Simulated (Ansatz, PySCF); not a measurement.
Species: sum formula SiPH₄, charge 0, multiplicity 2. It need not be the lowest isomer of its formula. SMILES: [SiH2]P
Coordinates optimised at B3LYP-D3(BJ)/def2-TZVP (Ansatz, a quantum-chemistry and plane-wave program):
```xyz
6

Si    -1.1104    -0.0895     0.2616
P      1.0764     0.1108    -0.2618
H     -1.9087     0.1796    -0.9665
H     -1.4426     0.9493     1.2757
H      1.1743    -1.1014    -0.9903
H      1.5769    -0.4366     0.9464
```
Charge 0, spin multiplicity 2.

Property: atomisation energy (electronic, to ground-state atoms), in kcal/mol. Cores are frozen in the correlated levels unless marked. UHF or UKS for open shells. Spin-orbit coupling is left out. No relativistic terms. FCI takes restricted orbitals. The coupled-cluster limit lacks core correlation, which all-electron functionals hold. CBS(X,Y): correlation extrapolated as X^-3; Hartree-Fock from the larger set. [CCSD(T)-MP2]/basis is that difference in the basis named.

```tsv
level	program	atomisation energy (kcal/mol)
TPSS-D4/def2-TZVPD	PySCF + dftd4	[?]
PBE0-D4/def2-TZVP	Ansatz + dftd4	[?]
M06-2X/def2-TZVPD	PySCF	364.3
MN15-D3(BJ)/def2-TZVPD	PySCF + dftd3	366.9
MN15/def2-TZVPD	PySCF	366.9
LC-wPBE-D4/def2-TZVPD	Ansatz + dftd4	360.1
RPA@PBE/cc-pV(T+d)Z	Ansatz	[?]
FCI/STO-3G	Ansatz	422.8
RI-MP2/CBS(aug-cc-pV(T+d)Z,aug-cc-pV(Q+d)Z)+[CCSD(T)-MP2]/aug-cc-pV(T+d)Z	Ansatz	[?]
```

Q: Some entries are withheld; supply them.

A: 
- TPSS-D4/def2-TZVPD, atomisation energy (kcal/mol): 379.2
- PBE0-D4/def2-TZVP, atomisation energy (kcal/mol): 361.6
- RPA@PBE/cc-pV(T+d)Z, atomisation energy (kcal/mol): 345.0
- RI-MP2/CBS(aug-cc-pV(T+d)Z,aug-cc-pV(Q+d)Z)+[CCSD(T)-MP2]/aug-cc-pV(T+d)Z, atomisation energy (kcal/mol): 363.9
